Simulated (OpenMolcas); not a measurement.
Co3+ in a point-charge field

Co3+ among 5 point charges of -2.5 e arranged as a square pyramid (C4v), 2.07 Å from the ion, with the axial distance 1.635 Å.

- Program: OpenMolcas
- Method: CASSCF
- Basis: ANO-RCC-VDZP [5s4p2d1f]
- Scalar Hamiltonian: DKH2, point nucleus
- Active space: 6 electrons in 5 orbitals (3d)
- State averaging: 2S+1 = 5 even, 5 roots; 2S+1 = 3 even, 45 roots; 2S+1 = 1 even, 50 roots
- Spin-orbit coupling: state interaction with AMFI integrals over the reference wave functions

The lowest spin-free states, above the lowest:

```json
{"State": "2S+1 = 5", "Degeneracy": "1", "E (cm-1)": "0.0", "Free-ion L (%)": "D (100)"}
{"State": "2S+1 = 5", "Degeneracy": "2", "E (cm-1)": "697.0", "Free-ion L (%)": "D (100)"}
{"State": "2S+1 = 5", "Degeneracy": "1", "E (cm-1)": "2584", "Free-ion L (%)": "D (100)"}
{"State": "2S+1 = 5", "Degeneracy": "1", "E (cm-1)": "6466", "Free-ion L (%)": "D (100)"}
{"State": "2S+1 = 3", "Degeneracy": "2", "E (cm-1)": "24830", "Free-ion L (%)": "H (82)"}
{"State": "2S+1 = 3", "Degeneracy": "1", "E (cm-1)": "25123", "Free-ion L (%)": "H (77)"}
{"State": "2S+1 = 3", "Degeneracy": "1", "E (cm-1)": "25856", "Free-ion L (%)": "H (97)"}
{"State": "2S+1 = 3", "Degeneracy": "2", "E (cm-1)": "26139", "Free-ion L (%)": "H (93)"}
{"State": "2S+1 = 3", "Degeneracy": "1", "E (cm-1)": "26297", "Free-ion L (%)": "H (92)"}
{"State": "2S+1 = 3", "Degeneracy": "2", "E (cm-1)": "26636", "Free-ion L (%)": "H (70)"}
{"State": "2S+1 = 3", "Degeneracy": "1", "E (cm-1)": "26805", "Free-ion L (%)": "H (74)"}
{"State": "2S+1 = 3", "Degeneracy": "1", "E (cm-1)": "27539", "Free-ion L (%)": "H (88)"}
{"State": "2S+1 = 3", "Degeneracy": "2", "E (cm-1)": "29088", "Free-ion L (%)": "P (53)"}
{"State": "2S+1 = 3", "Degeneracy": "1", "E (cm-1)": "29327", "Free-ion L (%)": "F (62)"}
{"State": "2S+1 = 3", "Degeneracy": "1", "E (cm-1)": "30182", "Free-ion L (%)": "P (83)"}
{"State": "2S+1 = 3", "Degeneracy": "2", "E (cm-1)": "30599", "Free-ion L (%)": "F (36)"}
{"State": "2S+1 = 3", "Degeneracy": "1", "E (cm-1)": "31114", "Free-ion L (%)": "F (74)"}
{"State": "2S+1 = 3", "Degeneracy": "2", "E (cm-1)": "31969", "Free-ion L (%)": "F (67)"}
{"State": "2S+1 = 3", "Degeneracy": "1", "E (cm-1)": "32331", "Free-ion L (%)": "F (68)"}
{"State": "2S+1 = 3", "Degeneracy": "1", "E (cm-1)": "32656", "Free-ion L (%)": "G (65)"}
```

The lowest levels with spin-orbit coupling:

```json
{"E (cm-1)": "0.0", "Degeneracy": "1", "2S+1": "5", "g": ""}
{"E (cm-1)": "37.7", "Degeneracy": "2", "2S+1": "5", "g": "0.00 0.00 3.77"}
{"E (cm-1)": "162.6", "Degeneracy": "1", "2S+1": "5", "g": ""}
{"E (cm-1)": "169.8", "Degeneracy": "1", "2S+1": "5", "g": ""}
{"E (cm-1)": "717.8", "Degeneracy": "2", "2S+1": "5", "g": "0.00 0.00 9.95"}
{"E (cm-1)": "1050", "Degeneracy": "1", "2S+1": "5", "g": ""}
{"E (cm-1)": "1087", "Degeneracy": "1", "2S+1": "5", "g": ""}
{"E (cm-1)": "1177", "Degeneracy": "2", "2S+1": "5", "g": "0.00 0.00 2.89"}
{"E (cm-1)": "1209", "Degeneracy": "1", "2S+1": "5", "g": ""}
{"E (cm-1)": "1544", "Degeneracy": "1", "2S+1": "5", "g": ""}
{"E (cm-1)": "1561", "Degeneracy": "2", "2S+1": "5", "g": "0.00 0.00 5.26"}
{"E (cm-1)": "2860", "Degeneracy": "1", "2S+1": "5", "g": ""}
{"E (cm-1)": "2862", "Degeneracy": "1", "2S+1": "5", "g": ""}
{"E (cm-1)": "2990", "Degeneracy": "2", "2S+1": "5", "g": "0.00 0.00 4.63"}
{"E (cm-1)": "3032", "Degeneracy": "1", "2S+1": "5", "g": ""}
{"E (cm-1)": "6867", "Degeneracy": "1", "2S+1": "5", "g": ""}
{"E (cm-1)": "6886", "Degeneracy": "2", "2S+1": "5", "g": "0.00 0.00 3.34"}
{"E (cm-1)": "6939", "Degeneracy": "2", "2S+1": "5", "g": "0.00 0.00 6.73"}
{"E (cm-1)": "24835", "Degeneracy": "1", "2S+1": "3", "g": ""}
{"E (cm-1)": "24889", "Degeneracy": "1", "2S+1": "3", "g": ""}
```

Electric-dipole absorption from the lowest level at this geometry, strongest bands:

```
E (cm-1)  λ (nm)         f
    1177    8500  8.35e-06
    1544    6470  1.90e-05
    1561    6410  2.65e-06
```

Powder χT (cm3 K/mol): 0.381 at 2 K, 1.88 at 10 K, 4.34 at 50 K, 4.69 at 100 K, 4.85 at 200 K, 4.9 at 300 K. The effective moment at 300 K is 2.828 √(χT) = 6.26 μB.

The lowest level has 2S+1 = 5, for which the spin-only value is χT = S(S+1) / 2 = 3.000 cm3 K/mol (g = 2). The computed 4.903 at 300 K differs by +1.903, through orbital momentum, spin-orbit coupling and any other state in reach.

Without dynamic correlation the repulsion within the d shell is too large (B by tens of per cent), so at a given field states of lower spin stand too high. Point charges give a weaker field than real ligands, and real ions of this kind are often low spin; the high spin found here belongs to the model. This is an electrostatic model: the charges have no orbitals. An unlabelled pair can be two single states that coincide in this model. No measured value stands beside these numbers.

The RASSCF and RASSI steps took 23 s on 1 thread of Arm Neoverse V2, on a shared host; the integral step is not counted.

A state without a sure symmetry label is named by its multiplicity alone. With an even number of electrons the g values are those of a degenerate or nearly degenerate non-Kramers pair.
